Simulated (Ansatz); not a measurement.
# Worked example: C2H4AlF + SnH4 → C2H5Al + SnH3F

Species: C2H4AlF `C=[CH][AlH][F]`, singlet; SnH4 `[SnH4]`, singlet; C2H5Al `C=[CH][AlH2]`, singlet; SnH3F `[F][SnH3]`, singlet. The partners trade F for H: Al–F and Sn–H bonds give way to Al–H and Sn–F.

Shapes, held fixed at every level: PBE0-D4/def2-TZVP. Flexible molecules stand in one conformer, not always the lowest. Programs: Ansatz 0.2.0. The zero-point and thermal change to 298 K, harmonic and unscaled (PBE0-D4/def2-TZVP), is -1.5 kJ/mol.

At CCSD(T)/def2-TZVPP; 1 Eh = 2625.50 kJ/mol:

```
species  energy (Eh)
C2H4AlF  -420.262752
   SnH4  -216.021096
 C2H5Al  -321.024701
  SnH3F  -315.202823
```

**Question.** Work out ΔH(298 K) of the reaction at this level.

**Answer.** 
1. Products less reactants: (-321.024701) + (-315.202823) − [(-420.262752) + (-216.021096)] = 0.056324 Eh = +147.9 kJ/mol.
2. With the thermal change: +147.9 + (-1.5) = +146.4 kJ/mol.

Other levels give +134.8 (wB97X-V/def2-TZVPP) to +146.0 kJ/mol (CCSD/def2-SVP). No measured value is set beside it here. For atoms past krypton def2 sets carry core potentials with scalar relativity. Outer-core shells of Sn are correlated in most correlated rows, in sets that cover them unevenly.
